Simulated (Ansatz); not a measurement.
The cluster Cu3⁻, relaxed as a singlet with RKS r2SCAN-D4/def2-TZVPD in Ansatz, starting from the GFN2-xTB geometry. Force threshold 0.02 eV/Å.

The relaxation made no stability test and no search for a lower SCF solution. The structure comes from a short search, and lower isomers may exist.

Start:

| atom | x (Å) | y (Å) | z (Å) |
| --- | --- | --- | --- |
| Cu1 | -1.6458 | 0.9104 | -1.4511 |
| Cu2 | 1.6461 | -0.9104 | 1.4511 |
| Cu3 | -0.0003 | 0.0001 | 0.0000 |

| step | energy (eV) | largest force component (eV/Å) | SCF passes |
| --- | --- | --- | --- |
| 1 | -133923.4947 | 0.238 | 18 |
| 2 | -133923.5109 | 0.123 | 22 |
| 3 | -133923.5161 | 0.007 | 22 |

Force components are those of the run's own axes.

End:

```xyz
3

Cu   -1.604    0.887   -1.414
Cu    1.604   -0.887    1.414
Cu    0.000    0.000    0.000
```

By distances, no bond broke or formed. The bond that changes most is Cu2–Cu3, from 2.38 to 2.31 Å (atoms count from 1).

No frequencies were taken in this run, so the end may be a saddle point.

Run time 11 s (4 threads of Arm Neoverse N1 on a shared host).
